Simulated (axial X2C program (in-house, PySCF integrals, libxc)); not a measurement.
Results of a calculation; reference values are marked as such.
# InAu⁺: input and output of an EOM-IP-CCSD run

Program: an axial X2C code built on PySCF integrals.

Input and command:
```json
{"zs": [79, 49], "q": 1, "bas": ["dyall-cv3z", "dyall-cv3z"], "r0": 2.66, "eom": "ip", "rq": 0, "thr": -1.0, "nmax": 95, "grid": [1, 0.96, 1.045, 0.92, 1.09, 1.15]}
```
```bash
python soeom.py task.json out
```

Keys: zs atomic numbers; q charge; bas basis sets; r0 starting distance in Å; eom kind of EOM run; rq charge at which the geometry is sought; thr threshold in hartree for freezing inner shells (an s shell follows its p shell); nmax most natural virtual spinors; grid distances as factors.

Output at R = 2.604 Å (near the PBE0 minimum at charge 0 of the determinant lowest at the starting distance; the state shown can have its own minimum elsewhere), reference InAu:

```
two-component X2C + atomic mean field  HF
basis functions 307  fitting functions 1502  grid points 5803
iter        total energy     max residual
   1     -24882.109938679     1.30e+02
   2     -24884.483531147     9.71e+01
   3     -24885.253312165     6.55e+01
   4     -24886.648917714     2.42e+01
   5     -24886.970063298     1.82e+01
   6     -24887.105286870     1.24e+01
   7     -24887.262205509     3.07e+00
   8     -24887.293978623     1.60e+00
   9     -24887.309408678     1.58e+00
  10     -24887.313410395     3.79e-01
  11     -24887.314978668     2.11e-01
  12     -24887.315459839     4.18e-01
  13     -24887.315630898     1.14e-01
  14     -24887.315722236     6.96e-02
  15     -24887.315765389     5.38e-02
  16     -24887.315789837     3.67e-02
  17     -24887.315812165     3.69e-02
  18     -24887.315825242     2.15e-02
  19     -24887.315830980     3.59e-02
  20     -24887.315833321     2.02e-02
  21     -24887.315834318     4.03e-03
  22     -24887.315834718     2.41e-03
  23     -24887.315834842     2.53e-03
  24     -24887.315834888     1.24e-03
  25     -24887.315834902     1.07e-03
  26     -24887.315834907     6.75e-04
  27     -24887.315834909     4.81e-04
  28     -24887.315834910     2.52e-04
  29     -24887.315834910     9.37e-05
  30     -24887.315834910     4.07e-05
  31     -24887.315834910     1.82e-05
  32     -24887.315834910     9.50e-06
  33     -24887.315834910     1.19e-05
  34     -24887.315834910     5.25e-06
  35     -24887.315834910     1.42e-06
converged
one-electron -35712.13816773  Coulomb 10581.86880187  exact exchange -522.74772696  xc functional 0.00000000  nuclear repulsion 786.65321946  atomic mean-field constant -20.95196154
correlated 14  virtual 350  natural virtual 92  E(MP2) -0.478078691  MP2 remainder -0.031821470
iter   CCSD correlation   residual
   1     -0.401156328   1.94e-01
   2     -0.417494815   7.84e-02
   3     -0.420937541   3.32e-02
   4     -0.420781708   1.07e-02
   5     -0.420887877   4.32e-03
   6     -0.420948817   1.72e-03
   7     -0.420939770   6.45e-04
   8     -0.420941402   1.67e-04
   9     -0.420942877   6.68e-05
  10     -0.420942482   3.06e-05
  11     -0.420942263   1.49e-05
  12     -0.420942164   6.66e-06
  13     -0.420942086   2.82e-06
  14     -0.420942096   1.16e-06
(T) -0.021094911  T1 0.0400  D1 0.0955  max T2 0.102
EOM-IP-CCSD roots
2*Omega      energy/Eh   energy/eV  one-particle weight
    1       0.28129891      7.6545      0.968
    1       0.36693835      9.9849      0.917
    1       0.41708556     11.3495      0.896
    1       0.44283260     12.0501      0.003
    3       0.37795839     10.2848      0.914
    3       0.42665117     11.6098      0.913
    3       0.45483527     12.3767      0.000
    5       0.37037595     10.0784      0.917
```
T1 in the output is the amplitude norm over the root of the electron number; divide by √2 for the Lee–Taylor value.

Reference electrons by ω block (each with its −ω partner): 1/2: 37, 3/2: 19, 5/2: 7, 7/2: 1. Root energies count from the CCSD energy of the reference. The reference has large amplitudes (orbital relaxation or multireference character). The reference need not be the lowest state of its species. All roots sought are printed; those with a small one-particle weight need a further excitation, are placed far too high, and may in truth lie low or lowest. Inner shells are frozen, and levels at this size can be off by some tenths of an eV.
